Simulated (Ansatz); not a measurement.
`[NH2][Zr]([NH2])([NH2])[F]` and `[NH2][Hf]([NH2])([NH2])[F]` differ in one element.

Ansatz, PBE0-D4/def2-TZVP geometries, multiplicity 1. Each molecule was computed in one conformer, which needn't be the lowest.

Elements past krypton have def2 core potentials.

| property | `[NH2][Zr]([NH2])([NH2])[F]` |
| --- | --- |
| size of the dipole moment (ωB97M-V/def2-TZVPP) / D | 1.92 |
| zero-point energy (PBE0-D4/def2-TZVP) / kJ/mol | 198.8 |
| LUMO energy (PBE/def2-TZVPP) / eV | -0.93 |
| LUMO energy (ωB97M-V/def2-TZVPP) / eV | 0.76 |
| HOMO energy (B3LYP/def2-TZVPP) / eV | -6.85 |
| HOMO energy (PBE0/def2-TZVPP) / eV | -7.08 |

Problem. Give the same properties after the change, and the shifts. (Estimate.)

Solution. Computed: 
```tsv
property	`[NH2][Hf]([NH2])([NH2])[F]`	shift
size of the dipole moment (ωB97M-V/def2-TZVPP) / D	1.90	-0.02
zero-point energy (PBE0-D4/def2-TZVP) / kJ/mol	198.5	-0.3
LUMO energy (PBE/def2-TZVPP) / eV	-0.72	0.21
LUMO energy (ωB97M-V/def2-TZVPP) / eV	1.10	0.34
HOMO energy (B3LYP/def2-TZVPP) / eV	-6.83	0.02
HOMO energy (PBE0/def2-TZVPP) / eV	-7.07	0.01
```

Dipoles are sizes alone; their direction can turn.

B3LYP here is the variant with VWN-RPA as its local correlation; programs differ in this.
